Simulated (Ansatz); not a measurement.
Computed with Ansatz.

A structure relaxed at PBE0-D4/def2-TZVP, charge 0, multiplicity 1:

```csv
atom,x (Å),y (Å),z (Å)
C1,-0.998,0.999,-1.519
O2,0.330,0.546,-1.442
Si3,0.881,-0.422,-0.225
N4,0.195,-1.985,-0.124
Si5,0.473,0.570,1.867
H6,-1.084,1.676,-2.371
H7,-1.700,0.170,-1.663
H8,-1.293,1.549,-0.615
H9,2.319,-0.568,-0.549
H10,-0.648,-2.172,0.391
H11,0.402,-2.712,-0.788
H12,1.446,0.071,2.877
H13,0.574,2.055,1.812
H14,-0.897,0.225,2.349
```

(1) Give its formula and SMILES.

(2) Point group (tolerance 0.08 Å, 0.16 Å for H)?

(3) Summarise the bond lengths by kind.

## Answers

(1) CH9NOSi2, `CO[SiH](N)[SiH3]`.

(2) C1.

(3) 1 × C–O 1.406 Å; 3 × C–H 1.091 to 1.098 Å; 1 × O–Si 1.650 Å; 1 × N–Si 1.710 Å; 1 × Si–Si 2.350 Å; 4 × H–Si 1.482 to 1.493 Å; 2 × H–N 1.005 to 1.007 Å.
